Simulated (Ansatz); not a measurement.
CH7BSSi, SMILES `C[SiH2]BS`, charge 0, multiplicity 1.

Problem. Give a relaxed structure at PBE0-D4/def2-TZVP (Ansatz 0.2.0). (An estimate is asked.)

Solution. Ansatz gave: 
Cartesian coordinates in Å:
```
C 0.531 0.657 1.566
Si -0.452 -0.388 0.354
B 0.451 -0.536 -1.432
S -0.327 -0.125 -2.960
H 0.653 1.676 1.193
H 0.025 0.708 2.533
H 1.525 0.232 1.723
H -1.819 0.191 0.182
H -0.628 -1.761 0.915
H 1.578 -0.916 -1.566
H -1.536 0.260 -2.509
```
This is one stationary point; other conformers may exist.
